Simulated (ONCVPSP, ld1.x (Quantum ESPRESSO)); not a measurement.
Potentials for P (Z = 15) compared

Generated with ld1.x 7.5 (TM, RRKJ, ultrasoft, PAW), atompaw 4.2 or ONCVPSP 4.0.1. The cutoff is in Ry: for ld1.x and atompaw files where the sum of valence levels is converged to 10 mRy in a Bessel basis, for ONCV files where the hardest occupied wave has 1 mHa per electron of residual kinetic energy. The error is the largest all-electron minus pseudo excitation energy over each file’s own four to seven test configurations (ionisations up to +4, promotions, holes and added fractions of an electron), all of which were solved. The labels leave out finer settings (local radius, basis sizes, second energies), which also bear on the numbers. Spin-polarised tests are not counted. The rows are a selection from randomly drawn settings: files with unsolved tests, undetermined cutoffs or missed reference levels are left out.

```tsv
potential	cutoff (Ry)	largest error (meV)	bound ghosts
ONCV, LDA (Perdew-Wang 92), fully relativistic, rc 0.80/0.70/0.65 (spd), local smoothed, core correction no, reference 2s2 2p6 3s2 3p3, qcut 19.2/23.4/16.3, projectors 2/2/2	365	+176	none
PAW, PBE, scalar-relativistic, rc 1.55/1.70 (sp), local smoothed, core correction yes, reference 3s2 3p2.5	15	-125	none
ONCV, LDA (Perdew-Wang 92), scalar-relativistic, rc 1.05/0.70 (sp), local smoothed, core correction yes, reference 2s2 2p6 3s2 3p1, qcut 14.6/24.2, projectors 3/2	378	+2.9	none
ultrasoft, PW91, scalar-relativistic, rc 1.85/1.85/2.00 (spd), local smoothed, core correction yes, reference 3s2 3p1	12	+68	none
ONCV, LDA (Perdew-Zunger), scalar-relativistic, rc 0.70/0.80/0.70 (spd), local d, core correction yes, reference 2s2 2p6 3s1.5 3p3.5, qcut 16.2/19.3/15.8, projectors 2/2/0	266	-150	none
PAW, PBEsol, non-relativistic, rc 0.80/1.00/1.00 (spd), local smoothed, core correction yes, reference 2s2 2p6 3s2 3p3	160	+78	none
```

**Question.** Fill in the row for P: TM, LDA (PZ), scalar-relativistic, rc 1.60/1.50/1.50 (spd), local p, core correction yes, reference 3s2 3p3.

**Answer.** cutoff 21 Ry, largest error +143 meV, bound ghosts: none.
